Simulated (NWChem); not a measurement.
Molecule: CH3Zn, doublet; SMILES [CH3][Zn]

In the optimisation the excess spin sits in a1 (C3v, its own frame). The spin multiplicity was typed, not searched, and may not be the lowest.

### Question
Give the equilibrium geometry at PBE0/def2-SVP, spin-unrestricted (NWChem) as a Z-matrix, with the point group.

### Answer
point group C3v; any orientation.
```
C
H 1 1.1011
H 1 1.1011 2 109.74
H 1 1.1011 2 109.74 3 120.66
Zn 1 2.0171 2 109.20 3 -119.67
```
